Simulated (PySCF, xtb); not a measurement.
AlH3, SMILES [AlH3].

GFN2-xTB (xtb 6.7.1) at its own geometry gives an orbital gap of 5.32 eV and a dipole moment of 0.00 D.

Geometry: B3LYP-D3(BJ)/def2-TZVPD. The isomer is the one that the SMILES or the coordinates give; other isomers of the formula were not compared.

Question: What does r2SCAN/def2-TZVPD (PySCF) give? (The exact figures need the calculation; the answer reports its results.)

Answer: gap 5.49 eV (levels -7.62 and -2.13 eV), dipole 0.00 D.
